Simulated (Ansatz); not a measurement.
`C[As]([SiH3])C(C)(C)C` → `C[AsH][SiH3]` + `C=C(C)C`  (alkene loss)

Gas-phase electronic energies from Ansatz, PBE0-D4/def2-TZVP geometries. CBS: MP2 limit from def2 TZ/QZ plus the TZ coupled-cluster correction, frozen cores. This one scheme is used for every species. Functionals use def2-TZVPP. B3LYP here is the variant with VWN-RPA as its local correlation; programs differ in this. For As outer-core shells are correlated without core-valence functions, which leaves a few kJ/mol of doubt a bond. Scalar relativity is left out up to krypton.

Q: Is it downhill or uphill in electronic energy at CCSD(T)/CBS, and by how much? (An estimate is asked.)

A: The calculation gave: Uphill: ΔE = +25.2 kcal/mol.

Q: What do these levels give: LDA (SPW92), BLYP-D4, PBE0-D4, B3LYP-D4, r2SCAN0-D4, B2PLYP, r2SCANh, HF/def2-SVP, CCSD/def2-SVP, HF/def2-TZVPP, HF/def2-QZVPP, MP2/CBS(def2)? (An estimate is asked.)

A: The calculation gave: LDA (SPW92) 31.4, BLYP-D4 19.4, PBE0-D4 25.9, B3LYP-D4 21.0, r2SCAN0-D4 25.2, B2PLYP 18.4, r2SCANh 22.3, HF/def2-SVP 11.0, CCSD/def2-SVP 22.1, HF/def2-TZVPP 8.8, HF/def2-QZVPP 8.4, MP2/CBS(def2) 29.8 kcal/mol.

Largest T1 diagnostic among the species: 0.011.

Leaving LDA and LC-ωPBE aside and taking each functional with its dispersion term where it has one, the values, not all of them listed here, spread over 8.2 kcal/mol, from B2PLYP to PBE-QIDH. LDA lies +13.3 kcal/mol from PBE without D4. The D4 term adds +9.2 kcal/mol with B3LYP and +5.2 kcal/mol with PBE0; it sums over pairs of atoms, weighted by their polarisabilities, and B3LYP, whose exchange is more repulsive, gets the larger term.
